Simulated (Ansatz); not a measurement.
Ansatz (a quantum-chemistry and plane-wave program) input:

Ansatz 0.2 input:
```yaml
crystal:
  periodic: [false, false, false]
  atoms:
    - {symbol: C, position_ang: [2.16600933, -1.02518986, -0.30995345]}
    - {symbol: C, position_ang: [1.59280160, -0.28697549, 0.71889232]}
    - {symbol: C, position_ang: [0.37122875, 0.36849805, 0.80504880]}
    - {symbol: C, position_ang: [-0.61499842, 0.38965490, -0.32073165]}
    - {symbol: C, position_ang: [-1.65477527, 1.49950956, -0.14482389]}
    - {symbol: C, position_ang: [-1.32898905, -0.96367984, -0.52233673]}
    - {symbol: H, position_ang: [3.17270969, -1.41461008, -0.21539339]}
    - {symbol: H, position_ang: [1.66590853, -1.18816781, -1.25846693]}
    - {symbol: H, position_ang: [2.21135144, -0.20341935, 1.61757724]}
    - {symbol: H, position_ang: [0.11013945, 0.89861001, 1.71567650]}
    - {symbol: H, position_ang: [-0.07533397, 0.58939999, -1.26559937]}
    - {symbol: H, position_ang: [-2.39223412, 1.50800228, -0.95568891]}
    - {symbol: H, position_ang: [-2.19718506, 1.35758371, 0.79716596]}
    - {symbol: H, position_ang: [-1.17180797, 2.47949170, -0.10348679]}
    - {symbol: H, position_ang: [-1.93583942, -0.98307198, -1.44081987]}
    - {symbol: H, position_ang: [-0.58983201, -1.76432616, -0.57721738]}
    - {symbol: H, position_ang: [-1.98553803, -1.17039616, 0.32968052]}
basis:
  gaussian:
    orbitals: def2-TZVP
hamiltonian:
  xc: b3lyp
  dispersion: d3bj
total_charge: -1
phonons: {temperatures: {t_min: 298.15, t_max: 298.15, t_step: 100}}
```

Task: What final total energy does it print?

Result: -235.33477 Eh (B3LYP-D3(BJ)/def2-TZVP). The basis has 252 functions.

It need not be the lowest isomer of its formula. Whether it binds its extra electron was not tested at this geometry.
